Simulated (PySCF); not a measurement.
BH7OSi2, SMILES OB([SiH3])[SiH3].

Coordinates come from a B3LYP-D3(BJ)/def2-SVP optimisation. The structure was generated by enumeration, and PubChem lists no compound with its InChIKey, so it may never have been made. One conformer was computed; it need not be the lowest.

Two levels are set side by side: PBE/def2-TZVP (PySCF) and PBE0/def2-TZVP (PySCF). Same geometry, gas phase. Differences are taken from unrounded values.

```json
[
 {"quantity": "orbital gap (eV)", "PBE": "3.59"},
 {"quantity": "highest occupied level (eV)", "PBE": "-6.15"},
 {"quantity": "lowest empty level (eV)", "PBE": "-2.56"},
 {"quantity": "dipole moment (D)", "PBE": "1.78"},
 {"quantity": "mean polarisability (bohr³)", "PBE": "81.6"}
]
```

These are the PBE values. What does PBE0 give? (An estimate is asked for; the answer gives what the named calculation found.)


```tsv
quantity	PBE0	PBE minus PBE0
orbital gap (eV)	5.66	-2.07
highest occupied level (eV)	-7.29	1.14
lowest empty level (eV)	-1.63	-0.93
dipole moment (D)	1.77	0.01
mean polarisability (bohr³)	78.0	3.6
```

PBE's occupied levels lie high since its potential decays too fast outside the molecule; exact exchange lowers them and widens the gap. Loosely held outer electrons make PBE densities more polarisable. Differences between two approximate levels are no errors against the true value.

Rough cost on one machine, each run with all the roots and properties that it gave: PBE0 against PBE within a factor of 2.
